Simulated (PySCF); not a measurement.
## H2: everyday levels beside a composite calculation

PySCF; the state is a singlet (closed shell). The composite is CCSD(T) extrapolated to the basis-set limit from two correlation-consistent sets, with core-valence (CV) and scalar-relativistic (SR) terms as its label shows; it has no spin–orbit coupling and nothing beyond (T). Here it is CCSD(T)/CBS(TQ)+SR. It gives Re = 0.742 Å, ωe = 4401 cm⁻¹ and De = 4.75 eV to H + H.

```json
{"level": "RHF", "basis": "STO-3G", "relativity": "no relativity", "Re (Å)": "0.712", "ωe (cm⁻¹)": "5481", "De (eV)": "5.02"}
{"level": "RHF", "basis": "def2-SVPD", "relativity": "no relativity", "Re (Å)": "0.747", "ωe (cm⁻¹)": "4574", "De (eV)": "3.55"}
{"level": "RHF-MP2", "basis": "3-21G", "relativity": "no relativity", "Re (Å)": "0.741", "ωe (cm⁻¹)": "4553", "De (eV)": "4.02"}
{"level": "RHF-CCSD", "basis": "def2-SVPD", "relativity": "no relativity", "Re (Å)": "0.760", "ωe (cm⁻¹)": "4366", "De (eV)": "4.52"}
{"level": "PBE", "basis": "3-21G", "relativity": "no relativity", "Re (Å)": "0.754", "ωe (cm⁻¹)": "4366", "De (eV)": "4.59"}
{"level": "PBE", "basis": "def2-TZVPPD", "relativity": "no relativity", "Re (Å)": "0.751", "ωe (cm⁻¹)": "4316", "De (eV)": "4.54"}
{"level": "PW91", "basis": "def2-TZVPPD", "relativity": "no relativity", "Re (Å)": "0.749", "ωe (cm⁻¹)": "4333", "De (eV)": "4.56"}
{"level": "PBE0", "basis": "def2-SVPD", "relativity": "no relativity", "Re (Å)": "0.760", "ωe (cm⁻¹)": "4382", "De (eV)": "4.44"}
{"level": "HSE06", "basis": "jorge-DZP-DKH", "relativity": "spin-free X2C", "Re (Å)": "0.763", "ωe (cm⁻¹)": "4380", "De (eV)": "4.41"}
{"level": "ωB97X", "basis": "STO-3G", "relativity": "no relativity", "Re (Å)": "0.727", "ωe (cm⁻¹)": "5162", "De (eV)": "6.11"}
```

**Question.** Give the difference of each row from the composite.

**Answer.** 

```tsv
level	basis	ΔRe (pm)	Δωe (%)	ΔDe (eV)
RHF	STO-3G	-3.0	+24.5	+0.27
RHF	def2-SVPD	+0.5	+3.9	-1.20
RHF-MP2	3-21G	-0.1	+3.5	-0.73
RHF-CCSD	def2-SVPD	+1.8	-0.8	-0.23
PBE	3-21G	+1.2	-0.8	-0.16
PBE	def2-TZVPPD	+0.9	-1.9	-0.21
PW91	def2-TZVPPD	+0.7	-1.5	-0.19
PBE0	def2-SVPD	+1.8	-0.4	-0.31
HSE06	jorge-DZP-DKH	+2.1	-0.5	-0.34
ωB97X	STO-3G	-1.5	+17.3	+1.36
```

**Question.** Which rows come closest in De?

**Answer.** PBE in 3-21G (-0.16 eV), counted from the composite.

Correlated steps freeze no core orbitals. Correlated levels converge slowly with the basis: in double zeta they bind strong bonds too weakly, by up to about 1 eV, and carry superposition errors of some tenths. Where the molecule has an RHF reference, its open-shell atoms are computed with UHF. 3-21G and STO-3G are very small, so such numbers show the basis as much as the molecule.
